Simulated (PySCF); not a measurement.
Unrelated species, one level of theory. Theory: TDDFT PBE0/def2-SVPD, vertical, gas phase, core orbitals frozen in the response (PySCF 2.14.0, density-fitted response routines). Geometries: GFN2-xTB; one conformer of each isolated species. Triplets are in the Tamm–Dancoff approximation. Ions are computed without counter-ions or solvent.

Task: Rank by computed LUMO energy, lowest first.
A. `[H]/N=C\[C@H]1C=NCC1`
B. `c1n(C)cc(n1)C`
C. `FC[C+]1O[C@@H](F)[C@H](CF)O1`
D. `C=Cc1ccoc1C(=O)F`
E. `CC(=C1CCC1)C#C`
F. `CC(=O)[C@H]1CCO1`
G. `c1cc(cc(C)c1)C`
H. `COC1(C=O)CC1`

Result: C (-7.39 eV), D (-2.28 eV), H (-1.01 eV), A (-0.85 eV), F (-0.68 eV), E (-0.49 eV), G (-0.09 eV), B (0.58 eV).

```
                      SMILES  LUMO (eV)  f (S1)  HOMO (eV)  first f ≥ 0.01 (nm)  S1 (eV)  S1 mainly
FC[C+]1O[C@@H](F)[C@H](CF)O1      -7.39   0.014     -14.91                  197     6.31  H→L (98%)
            C=Cc1ccoc1C(=O)F      -2.28   0.386      -7.30                  265     4.67  H→L (98%)
                COC1(C=O)CC1      -1.01   0.000      -7.35                  210     4.22  H→L (92%)
        [H]/N=C\[C@H]1C=NCC1      -0.85   0.009      -7.41                  183     4.89  H→L (89%)
            CC(=O)[C@H]1CCO1      -0.68   0.000      -7.06                  191     4.30  H→L (91%)
              C#CC(C)=C1CCC1      -0.49   0.404      -6.41                  227     5.45  H→L (92%)
                Cc1cccc(C)c1      -0.09   0.004      -6.80                  206     5.35  H→L (60%)
                 Cc1cn(C)cn1       0.58   0.002      -6.32                  199     5.86  H→L (97%)
```

H and L stand for HOMO and LUMO.
